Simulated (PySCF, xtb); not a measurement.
GeCl₂I₂, SMILES [Cl][Ge]([Cl])([I])[I].

Harmonic wavenumbers (cm⁻¹) from GFN2-xTB (xtb) at its own minimum, in rising order: 66, 90, 112, 116, 118, 211, 278, 349, 359.

Q: What does PySCF 2.14.0 with PBE0-D3(BJ)/def2-SVP give at its own minimum? (An estimate is asked for; the answer gives what the named calculation found.)

A: 68, 93, 117, 127, 138, 224, 291, 426, 449. Paired by order, the mean absolute difference is 26 cm⁻¹ and the zero-point energies are 2.4 and 2.8 kcal/mol.
